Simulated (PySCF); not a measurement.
# Ca⁺ (calcium, charge +1): PBE calculation

Configuration: [Ar] 4p1, 2P determinant (an excited configuration). All numbers are calculated (PySCF 2.14, scalar relativity by spin-free X2C-1e, in aug-cc-pwCVQZ-X2C (11s10p8d6f3g, 150 functions)).

* Total energy: -679.920 hartree
* One-electron energy: -924.928 hartree
* Hartree (Coulomb) energy: 280.907 hartree
* Exchange-correlation energy: -35.899 hartree
* ⟨S²⟩: 0.7500
* ⟨L²⟩: 2.016
* Sum of ⟨r⟩: 17.04 bohr
* Sum of ⟨r²⟩: 36.35 bohr²
* Traceless quadrupole moment −½Σ⟨3z² − r²⟩ along its main axis: -8.95 e·bohr²
* Langevin diamagnetic susceptibility: -28.8 ×10⁻⁶ cm³/mol

```tsv
shell	electrons	mean orbital energy (eV)	spread (eV)	rms radius, mean of both spins (bohr)
1s α	1	-3955.1	0	0.0889
1s β	1	-3955.1	0	0.0889
2s α	1	-422.37	0	0.396
2s β	1	-422.35	0	0.396
2p α	3	-342.77	0.041	0.365
2p β	3	-342.74	0.085	0.365
3s α	1	-55.177	0	1.24
3s β	1	-55.104	0	1.24
3p α	3	-36.049	0.172	1.37
3p β	3	-35.971	0.295	1.37
4p α	1	-7.024	0	4.57
```

Densities and radii are taken from the X2C orbitals without a picture-change correction, which distorts them close to the nucleus.
